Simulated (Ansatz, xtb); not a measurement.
**C5H6ClNO2: which of two isomers lies lower**

We compare a, `CCOc1cc(Cl)on1`, a singlet, with b, `C=CO/C(=C\Cl)C(N)=O`, a singlet. Both are isolated molecules in the gas phase, relaxed with r2SCAN-D4/def2-SVP, each in the lowest conformer that the search found.

Quicker runs give these differences E(b) − E(a): GFN2-xTB +45.0 kJ/mol; HF/STO-3G +212.5 kJ/mol (at GFN2-xTB geometries); r2SCAN-D4/def2-SVP//GFN2-xTB −73.7 kJ/mol.

Which of the two would you expect CCSD(T)/def2-SVP + ΔMP2/def2-TZVPP electronic energies to favour?

Structure b; the calculation gives E(b) − E(a) = −73.1 kJ/mol.

The same difference at several levels:

| level | geometry | E(b) − E(a) (kJ/mol) | departure from the last row (kJ/mol) | job, with rough time for the two |
| --- | --- | --- | --- | --- |
| GFN2-xTB | GFN2-xTB | +45.0 | +118.1 | optimisation, 0.21 s |
| HF/STO-3G | GFN2-xTB | +212.5 | +285.5 | single point, 0.54 s |
| r2SCAN-D4/def2-SVP//GFN2-xTB | GFN2-xTB | −73.7 | −0.7 | single point, 5 s |
| r2SCAN-D4/def2-SVP | r2SCAN-D4/def2-SVP | −74.3 | −1.3 | optimisation, 54 s |
| HF/def2-SVP | r2SCAN-D4/def2-SVP | −113.4 | −40.4 | part of the CCSD(T) run |
| MP2/def2-SVP | r2SCAN-D4/def2-SVP | −72.5 | +0.6 | part of the CCSD(T) run |
| CCSD(T)/def2-SVP | r2SCAN-D4/def2-SVP | −79.3 | −6.2 | single point |
| CCSD(T)/def2-SVP + ΔMP2/def2-TZVPP | r2SCAN-D4/def2-SVP | −73.1 |  | single point, 2.9 min |

As drawn, b has 2 C=C, 1 C–N, 1 C=O, 2 N–H in place of 2 C∷C, 1 C∷O, 1 N∷O, 1 C∷N, 2 C–H (∷ is an aromatic bond). Structure a has a 5-membered ring (with an aromatic ring), b no ring.

GFN2-xTB, HF/STO-3G put the two in the other order. The largest departure from CCSD(T)/def2-SVP + ΔMP2/def2-TZVPP is that of HF/STO-3G, 285.5 kJ/mol. The last row adds to CCSD(T) the change of the MP2 difference between the two basis sets, here +6.2 kJ/mol.

With thermal terms from frequencies at re-optimised GFN2-xTB minima (ideal gas, soft modes damped towards free rotors, one conformer each, 298.15 K, 1 atm): the zero-point term adds −9.2 kJ/mol; ΔH is −79.2 and ΔG −86.0 kJ/mol.

The correlated steps freeze 13 core orbitals. Programs: Ansatz 0.2.0, xtb 6.7.1; the last row on 4 threads of Arm Neoverse V1 on a shared host.
